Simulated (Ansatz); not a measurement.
Ansatz results at the PBE0-D4/def2-TZVP geometry: HOMO energy (PBE0/def2-TZVPP) -5.77 eV; HOMO–LUMO gap (PBE/def2-TZVPP) 1.87 eV; LUMO energy (ωB97M-V/def2-TZVPP) 0.04 eV.

Each molecule was computed in one conformer, which needn't be the lowest.

**Question.** Which molecule gave them?
A. `C[Si](O)(Cl)C#N`
B. `[CH3][Sb]([NH2])[SH]`
C. `C1O[SiH2]O[SiH2]1`
D. `C/C(C=S)=C/N`

**Answer.** D. The others give `[CH3][Sb]([NH2])[SH]`: -6.84, 4.39, 1.09; `C1O[SiH2]O[SiH2]1`: -8.20, 5.75, 1.60; `C[Si](O)(Cl)C#N`: -9.51, 6.35, 1.26.
